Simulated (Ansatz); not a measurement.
Program: Ansatz. Geometries: PBE0-D4/def2-TZVP. ΔE: electronic, gas phase. CCSD(T)/CBS is the MP2 limit (def2-TZVPP, def2-QZVPP) plus CCSD(T) − MP2 in def2-TZVPP, frozen cores. This one scheme is used for every species. Functionals use def2-TZVPP. Triplets are unrestricted, without spin–orbit coupling. For Br outer-core shells are correlated without core-valence functions, which leaves a few kJ/mol of doubt a bond. Scalar relativity is left out up to krypton. One conformer a species, not always the lowest.

Consider the formal loss of a carbene: `CC[SiH](F)Br` → `C[SiH](F)Br` + `[CH2]` (triplet).

CCSD(T)/CBS gives +4.40 eV.

Task: Another level gave +4.29 eV. Which?
A. B2PLYP/def2-TZVPP
B. ωB97X-V/def2-TZVPP
C. CCSD/def2-TZVPP
D. PBE/def2-TZVPP

Result: A. B2PLYP 4.29, CCSD/def2-TZVPP 4.17, ωB97X-V 4.51, PBE 4.40 eV.

Largest T1 diagnostic among the species: 0.011.

From PBE to PBE0 (25 % exact exchange), in def2-TZVPP and without D4, ΔE moves by −0.08 eV. In def2-TZVPP, CCSD(T) changes the Hartree–Fock value by +1.42 eV (the triples alone add +0.12 eV) and MP2 by +1.55 eV. The D4 term adds +0.11 eV with B3LYP and +0.06 eV with PBE0; it sums over pairs of atoms, weighted by their polarisabilities, and B3LYP, whose exchange is more repulsive, gets the larger term.

B3LYP here is the variant with VWN-RPA as its local correlation; programs differ in this.
